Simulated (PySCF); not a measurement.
Isomers of C4H4BrF. Computed with PBE0-D3(BJ)/def2-SVP geometry optimisation, gas phase in PySCF 2.14.0. One conformer each; no zero-point energy, no entropy. No frequencies were run at this level. Point groups hold within 0.08 Å.

Question: Order them by energy at this level, lowest first, and give relative energies in kJ/mol.
A. `CC1=C(F)[C@@H]1Br`
B. `[F:1][C@H:2]([Br:3])[C:4]1=[CH:5][CH2:6]1` with F1–C2–C4–C5 7°

Answer: A (0.0), B (36.6).

```tsv
SMILES	E (Eh)	E rel (kJ/mol)	dipole (D)	point group	A, B, C (MHz)
CC1=C(F)[C@@H]1Br	-2827.67127	0.0	3.06	C1	3371, 1366, 1034
F[C@H](Br)C1=CC1	-2827.65733	36.6	1.72	C1	3947, 1494, 1158
```

***

Isomers of C8H5F. Computed, not measured: PBE0-D3(BJ)/def2-SVP geometry optimisation, gas phase (PySCF). Energies are electronic, without zero-point or thermal terms, for one conformer each. No frequencies were run at this level. Point groups hold within 0.08 Å.

Problem. Order them by energy at this level, lowest first, and give relative energies in kcal/mol.
A. `C#CC1=CC=C(F)C=C1` (1-ethynyl-4-fluorobenzene)
B. `FC1=CC1=C1C=CC=C1`

Solution. A (0.0), B (48.9).

As drawn, the lower has an aromatic ring and a C≡C bond, which the higher lacks; the higher has a three-membered ring and a C=C bond outside aromatic rings, which the lower lacks.

```tsv
SMILES	E (Eh)	E rel (kcal/mol)	dipole (D)	point group	A, B, C (MHz)
C#Cc1ccc(F)cc1	-406.88340	0.0	0.65	C2v	5667, 965.6, 825.0
FC1=CC1=C1C=CC=C1	-406.80554	48.9	3.83	Cs	4869, 947.8, 793.3
```
